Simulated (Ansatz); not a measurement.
Isolated molecules relaxed with PBE0-D4/def2-TZVP in Ansatz; ΔE leaves out vibrations. CBS: MP2 limit from def2 TZ/QZ plus the TZ coupled-cluster correction, frozen cores. This one scheme is used for every species. For Ge outer-core shells are correlated without core-valence functions, which leaves a few kJ/mol of doubt a bond. Scalar relativity is left out up to krypton.

`[F][Ge]([F])([SiH3])[SiH3]` + CH₄ → `[CH3][Ge]([F])([F])[SiH3]` + SiH₄  (formal exchange of groups at a Ge–Si bond)

`[F][Ge]([F])([SiH3])[SiH3]`:

Cartesian coordinates in Å:
```
F -0.184 1.372 -1.804
Ge 0.236 0.099 -0.686
F 1.355 -0.879 -1.600
Si -1.739 -1.222 -0.374
Si 1.497 1.121 1.077
H -1.395 -2.383 0.486
H -2.761 -0.385 0.303
H -2.228 -1.678 -1.698
H 1.973 0.053 1.993
H 2.643 1.854 0.488
H 0.603 2.049 1.815
```

CH₄:

```xyz
5

C     0.000    0.000    0.000
H    -0.708    0.593    0.579
H     0.903   -0.163    0.587
H     0.254    0.531   -0.917
H    -0.449   -0.961   -0.249
```

`[CH3][Ge]([F])([F])[SiH3]`:

```xyz
11

C     1.016   -0.792    1.377
Ge    0.230    0.582    0.270
F    -0.631    1.656    1.335
F     1.541    1.563   -0.321
Si   -1.202    0.109   -1.583
H     1.626   -0.312    2.143
H     0.234   -1.382    1.856
H     1.644   -1.449    0.774
H    -2.384   -0.641   -1.089
H    -1.620    1.389   -2.203
H    -0.455   -0.723   -2.559
```

SiH₄:

```xyz
5

Si    0.000    0.000    0.000
H     0.959   -0.159    1.122
H     0.671   -0.349   -1.278
H    -0.468    1.408   -0.055
H    -1.162   -0.900    0.210
```

| species | SCS-MP2/def2-TZVPP energy (Eh) |
| --- | --- |
| `[F][Ge]([F])([SiH3])[SiH3]` | -2856.79198 |
| CH₄ | -40.42031 |
| `[CH3][Ge]([F])([F])[SiH3]` | -2605.79193 |
| SiH₄ | -291.41820 |

(1) Work out ΔE.

Largest T1 diagnostic among the species: 0.013.

Answers

(1) ΔE = (-2605.79193) + (-291.41820) − (-2856.79198) − (-40.42031) = 0.00216 Eh = +5.7 kJ/mol. CCSD(T)/CBS gives +13.0 kJ/mol.

From PBE to PBE0 (25 % exact exchange), in def2-TZVPP and without D4, ΔE moves by −5.4 kJ/mol.
